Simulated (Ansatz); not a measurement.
Li₆H₇⁻. Total charge -1; singlet. Geometry PBE0-D4/def2-TZVPD; atoms count from 1.

| atom | x (Å) | y (Å) | z (Å) |
| --- | --- | --- | --- |
| Li1 | -1.654 | -0.742 | 0.332 |
| Li2 | 0.043 | -1.313 | -1.427 |
| Li3 | 1.749 | 0.487 | -0.324 |
| Li4 | -0.332 | 1.208 | -1.222 |
| Li5 | -0.594 | 1.253 | 1.079 |
| Li6 | 0.773 | -0.852 | 1.559 |
| H7 | 0.888 | 0.149 | -2.184 |
| H8 | 0.095 | -0.257 | 0.015 |
| H9 | -1.395 | -2.167 | -0.813 |
| H10 | -1.908 | 1.048 | -0.235 |
| H11 | 0.744 | 2.051 | 0.052 |
| H12 | -0.850 | -0.232 | 2.198 |
| H13 | 2.441 | -0.633 | 0.970 |

The structure comes from a short search, and lower isomers may exist.

Question: Estimate the Mulliken populations from the PBE0/def2-TZVPD orbitals of Ansatz.

Answer: 
| atom | charge (e) |
| --- | --- |
| Li1 | 0.57 |
| Li2 | 0.88 |
| Li3 | 0.56 |
| Li4 | 0.58 |
| Li5 | 0.57 |
| Li6 | 0.88 |
| H7 | -0.70 |
| H8 | -1.14 |
| H9 | -0.62 |
| H10 | -0.63 |
| H11 | -0.62 |
| H12 | -0.70 |
| H13 | -0.62 |
Mulliken values depend strongly on the basis. With diffuse functions, as here, like atoms can get unlike values, and bond orders can come out too low or too high.
